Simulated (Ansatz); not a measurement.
`S[CH2][GeH2][Cl]`, relaxed with RKS PBE-D4/def2-SVP in Ansatz 0.2.0 from a rough embedded geometry. The force threshold is 0.03 eV/Å; the program also tests the step.

Charge 0, multiplicity 1.

Start:

```xyz
9

S    -0.060   -1.564   -1.284
C     0.391    0.083   -0.858
Ge   -0.503    0.628    0.798
Cl    0.231   -0.496    2.379
H     0.635   -2.162   -0.164
H     1.484    0.134   -0.736
H     0.088    0.763   -1.718
H    -0.189    2.149    0.982
H    -2.077    0.466    0.601
```

```tsv
step	energy (eV)	largest force (eV/Å)	largest move (Å)
1	-80960.3781	2.278	0.000
2	-80960.6947	0.749	0.161
3	-80960.7419	0.420	0.105
4	-80960.7543	0.145	0.088
5 (rejected)	-80960.7509	0.335	0.080
6	-80960.7580	0.031	0.038
7	-80960.7603	0.083	0.087
8	-80960.7608	0.028	0.017
```

End:

```xyz
9

S     0.106   -1.668   -1.261
C     0.423    0.100   -0.909
Ge   -0.518    0.696    0.714
Cl    0.226   -0.615    2.310
H     0.428   -2.107   -0.008
H     1.508    0.315   -0.826
H     0.028    0.667   -1.777
H    -0.155    2.144    1.144
H    -2.045    0.468    0.611
```

It took 9 s on 4 threads of a server CPU on a shared host, with 0.18 GiB of host memory at the peak.
